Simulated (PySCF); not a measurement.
Species: CH9B2NSi.
SMILES with atom numbers: `[BH2:1][CH2:2][BH:3][NH:4][SiH3:5]` (hydrogens: H6, H7 on B1; H8, H9 on C2; H10 on B3; H11 on N4; H12, H13, H14 on Si5)

Torsions of this conformer, `[BH2:1][CH2:2][BH:3][NH:4][SiH3:5]`: B1–C2–B3–N4 -81°, C2–B3–N4–Si5 179°.

The closed-shell ground state was solved at several levels (PySCF, density fitting, gas phase, non-relativistic). The structure is a single PBE0-D3(BJ)/def2-SVP conformer in the gas phase; no vibrational or solvent corrections.

```json
{"level": "PBE0/pcSseg-1", "basis functions": "137", "HOMO (eV)": "-8.32", "LUMO (eV)": "-1.47", "gap (eV)": "6.85", "dipole (D)": "1.49"}
{"level": "CAM-B3LYP/pcSseg-2", "basis functions": "313", "HOMO (eV)": "-9.67", "LUMO (eV)": "-0.42", "gap (eV)": "9.25", "dipole (D)": "1.38"}
```

Q: Estimate the row for CAM-B3LYP/def2-SVPD, a basis of 176 functions; the other rows only guide the guess.

A: HOMO -9.67 eV, LUMO -0.41 eV, gap 9.26 eV, dipole 1.38 D.

Q: How far do the dipole and the HOMO energy spread over the levels?

A: The dipole runs from 1.38 to 1.49 D (mean 1.42 D) and the HOMO from -9.67 to -8.32 eV.
